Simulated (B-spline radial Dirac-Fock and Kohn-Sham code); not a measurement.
## Photoionisation of argon ions at Cu Kα (8047.8 eV)

The computed values come from a B-spline atomic structure program: Dirac-Hartree-Slater photoionisation with all multipoles and Dirac-Fock thresholds. Cross sections in kb; a dash marks an empty subshell or a threshold above the photon energy.

```
  ion  configuration  total     2s   2p1/2      3s    3p1/2    3p3/2
   Ar   [Ne] 3s2 3p6  7.734  0.479  0.0498  0.0532  0.00446  0.00848
 Ar⁶⁺       [Ne] 3s2  7.772  0.486  0.0509  0.0788        –        –
Ar¹¹⁺   [He] 2s2 2p3  7.765  0.562  0.0310       –        –        –
Ar¹⁷⁺            1s1  3.732      –       –       –        –        –
```
